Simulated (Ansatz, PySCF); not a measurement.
Gas-phase reaction (SMILES): c1cncnc1 + H+ -> c1cnc[nH+]c1; protonation at N, whose ΔH is minus the proton affinity.

Structures are relaxed separately at B3LYP-D3(BJ)/def2-TZVP in Ansatz (a quantum-chemistry and plane-wave program). Cores are frozen in the correlated levels unless marked. No spin-orbit coupling. Non-relativistic. CBS marks a two-point X^-3 extrapolation of the correlation energy; Hartree-Fock from the larger set. Unstable Hartree-Fock reference: c1cncnc1. Thermal terms are rigid-rotor harmonic-oscillator values from B3LYP-D3(BJ) frequencies (Ansatz or PySCF) at 298.15 K and 1 atm. 1 Eh = 627.5095 kcal/mol. The proton has no electrons: its energy is zero and its thermal terms are those of translation.

```csv
species,"E, CCSD(T)/CBS(cc-pVTZ,cc-pVQZ) (Ansatz) (Eh)","E, B3LYP-D3(BJ)/def2-TZVPD (Ansatz + dftd3) (Eh)",H - E (Eh),G - E (Eh)
c1cncnc1,-263.98090,-264.44019,0.08203,0.05021
H+,0.00000,0.00000,0.00236,-0.01000
c1cnc[nH+]c1,-264.33040,-264.79290,0.09579,0.06306
```

Work out ΔE and ΔH, ΔG, ΔS and the equilibrium constant at 298.15 K at the first level, then ΔH at the second.


1. ΔE = [(-264.33040)] - [(-263.98090) + (0.00000)] = -0.34950 Eh = -219.3 kcal/mol at CCSD(T)/CBS(cc-pVTZ,cc-pVQZ).
2. The terms H - E add up to 0.01140 Eh, so ΔH = (-0.34950 + (0.01140))×627.5095 = -212.2 kcal/mol.
3. The terms G - E add up to 0.02285 Eh, so ΔG = -205.0 kcal/mol, and ΔS = (0.01140 - (0.02285))×627509.5/298.15 = -24.1 cal/(mol K).
4. log10 K = -ΔG/(RT ln 10) = 150.3, with RT ln 10 = 1.3642 kcal/mol.
5. At B3LYP-D3(BJ)/def2-TZVPD the same steps give ΔE = -221.3 and ΔH = -214.2 kcal/mol, a shift of -2.0 from the first level.
6. These values are not checked against measurement here, since the tables used lack a sound gas-phase enthalpy of formation for at least one species, or one in the same ion convention.
